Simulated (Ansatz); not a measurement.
W3N3, relaxed as a doublet with UKS r2SCAN-D4/def2-SVP in Ansatz, starting from the GFN1-xTB geometry. Force threshold 0.02 eV/Å.

In the def2 sets W takes a core potential; there is no spin–orbit coupling. The charge 0 doublet is spin-contaminated (final ⟨S²⟩ up to 1.53, 0.75 for a pure state). The relaxation made no stability test and no search for a lower SCF solution. The structure comes from a short search, and lower isomers may exist.

Start:

```xyz
6

W    -0.986    0.224   -1.346
W    -0.715   -0.369    1.278
W     1.219    0.889    0.071
N     0.871    0.036   -1.606
N    -1.222   -1.325   -0.299
N     0.832    0.546    1.902
```

| step | energy (eV) | largest force component (eV/Å) | SCF passes |
| --- | --- | --- | --- |
| 1 | -9941.7380 | 2.618 | 120 |
| 2 (rejected) | -9941.7283 | 2.804 | 50 |
| 3 | -9942.0244 | 0.551 | 56 |
| 4 | -9942.0325 | 0.191 | 47 |
| 5 | -9942.0353 | 0.054 | 49 |
| 6 | -9942.0356 | 0.010 | 50 |

Force components are those of the run's own axes.

End:

| atom | x (Å) | y (Å) | z (Å) |
| --- | --- | --- | --- |
| W1 | -0.924 | 0.195 | -1.272 |
| W2 | -0.717 | -0.311 | 1.237 |
| W3 | 1.166 | 0.897 | 0.075 |
| N4 | 0.873 | 0.047 | -1.639 |
| N5 | -1.245 | -1.345 | -0.306 |
| N6 | 0.846 | 0.518 | 1.906 |

By distances, no bond broke or formed. The bond that changes most is W1–N4, from 1.88 to 1.84 Å (atoms count from 1).

No frequencies were taken in this run, so the end may be a saddle point.

Hardware: 4 threads of Arm Neoverse V1 on a shared host. Wall time 59 s.
